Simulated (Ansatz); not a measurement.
Wavefunction ladder for `C[O][Ga]([CH3])[F]`

Z-matrix (Å, degrees):
```
C
O 1 1.404
H 1 1.095 2 110.0
H 1 1.095 2 109.8 3 -118.7
H 1 1.099 2 113.7 3 120.7
Ga 2 1.773 1 123.4 3 -118.5
F 6 1.753 2 110.2 1 179.4
C 6 1.944 2 128.7 1 -0.3
H 8 1.090 6 109.6 2 -146.2
H 8 1.092 6 109.5 2 95.1
H 8 1.090 6 111.2 2 -25.0
```

Charge 0, multiplicity 1. Correlated methods include outer-core shells of Ga, which these sets cover unevenly. Scalar relativity is left out up to krypton. All single points use the PBE0-D4/def2-TZVP geometry. It is one conformer, not always the lowest. Frozen core, restricted reference, Ansatz 0.2.0.

| basis | HF (Eh) | MP2 corr. |
| --- | --- | --- |
| def2-SVP | -2176.39917 | -0.87225 |
| def2-TZVPP | -2176.95777 | -1.06894 |
| def2-QZVPP | -2177.01078 | -1.38190 |

(1) Estimate the CCSD correlation energy and the (T) correction in each basis where they were run (hartree).

## Answers

(1) 
| basis | CCSD corr. | (T) |
| --- | --- | --- |
| def2-SVP | -0.89833 | -0.02323 |
| def2-TZVPP | -1.08868 | -0.03985 |
